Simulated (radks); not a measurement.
Results of a calculation; reference values are marked as such.
Neutral indium, configuration [Kr] 4d10 5s2 5p1.

Code: a radial shooting solver on a logarithmic mesh with Libxc functionals. Model: Dirac Kohn-Sham, PBEsol, spin-unpolarised, spherical densities, finite nucleus; open shells fill j = l - 1/2 first; Fermi nuclear charge, rms radius 4.6156 fm.

Energy parts (eV):
part                       energy
total                 -160013.880
kinetic                168115.987
electron-nucleus      -388395.056
Hartree                 64543.005
exchange-correlation    -4277.816

Orbitals (lengths in bohr, moments of r in powers of bohr; <r^-3> diverges for s and p1/2):
orbital,occ.,eigenvalue (eV),<r^-3>,small-component weight
1s1/2,2,-27720.11,-,3.23e-02
2s1/2,2,-4149.495,-,6.81e-03
2p1/2,2,-3870.333,-,6.84e-03
2p3/2,4,-3659.633,4017,6.54e-03
3s1/2,2,-787.0552,-,1.95e-03
3p1/2,2,-674.3609,-,1.90e-03
3p3/2,4,-636.3040,738.9,1.82e-03
3d3/2,4,-436.7595,115.3,1.70e-03
3d5/2,6,-428.9590,107.9,1.68e-03
4s1/2,2,-119.2473,-,5.17e-04
4p1/2,2,-82.4184,-,4.57e-04
4p3/2,4,-75.7429,129.5,4.32e-04
4d3/2,4,-18.9358,13.09,2.82e-04
4d5/2,6,-18.0748,12.08,2.75e-04
5s1/2,2,-8.1379,-,5.81e-05
5p1/2,1,-2.6445,-,2.93e-05
5p3/2,0,-2.3400,5.772,2.63e-05

The highest occupied level is 5p1/2 at -2.644 eV. Summed over all electrons, <r^2> = 57.85 bohr^2, which gives a Langevin (diamagnetic) susceptibility term of -45.8 x 10^-6 cm^3/mol.
